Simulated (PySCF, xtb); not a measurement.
PbCl, SMILES [Cl][Pb+] (connectivity only; charge and spin as stated), charge +1, multiplicity 1.

Harmonic wavenumbers (cm⁻¹) from GFN2-xTB in xtb 6.7.1 at its own minimum, in rising order: 303.

Q: What does PBE0-D3(BJ)/def2-TZVP run with PySCF give at its own minimum? (An estimate is asked for; the answer gives what the named calculation found.)

A: 386. Paired by order, the mean absolute difference is 83 cm⁻¹ and the zero-point energies are 0.4 and 0.6 kcal/mol.
